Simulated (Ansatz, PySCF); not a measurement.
Reaction R1 → P1 + P2, each structure at its B3LYP-D3(BJ)/def2-TZVP stationary point, reached from a drawn start (curvature not checked).
P1: SiH4 (SMILES [SiH4]), charge 0, multiplicity 1.
R1, Si2H6 (SMILES [SiH3][SiH3]) (charge 0, multiplicity 1):
```xyz
8

Si    -1.16612     0.11852    -0.01750
Si     1.16612    -0.11852     0.01750
H     -1.76299    -0.81183    -1.00642
H     -1.53668     1.50595    -0.38830
H     -1.73391    -0.18252     1.31920
H      1.53668    -1.50595     0.38830
H      1.76299     0.81183     1.00642
H      1.73391     0.18252    -1.31920
```
P2: SiH2 (SMILES [SiH2]), charge 0, multiplicity 1.

P less R. No zero-point or thermal terms.

Cores are frozen in the correlated methods. CBS: X⁻³ extrapolation of the correlation energy, Hartree–Fock from the larger set.

Programs: Ansatz (Gaussian basis) for Hartree–Fock, density functionals and correlated methods; PySCF for the D3/D4 terms. Each number belongs to the level named beside it.

PBE/def2-TZVPP gives 246.3 kJ/mol for the reaction energy.

Problem. Predict the shift from PBE, with its sign, for: PBE-D3(BJ)/def2-TZVPP, r2SCAN/def2-TZVPP, B3LYP/def2-TZVPP, wB97M-V/def2-TZVPP, B2PLYP/def2-TZVPP, MP2/CBS(cc-pV(T+d)Z, cc-pV(Q+d)Z), CCSD(T)/CBS(cc-pV(T+d)Z, cc-pV(Q+d)Z).

Solution. PBE-D3(BJ)/def2-TZVPP 6.2; r2SCAN/def2-TZVPP 14.3; B3LYP/def2-TZVPP -22.8; wB97M-V/def2-TZVPP -17.0; B2PLYP/def2-TZVPP -15.0; MP2/CBS(cc-pV(T+d)Z, cc-pV(Q+d)Z) 4.8; CCSD(T)/CBS(cc-pV(T+d)Z, cc-pV(Q+d)Z) -6.1 kJ/mol. 3 of 7 lie above PBE; the widest gap is to B3LYP/def2-TZVPP.

Ansatz is an electronic-structure program.
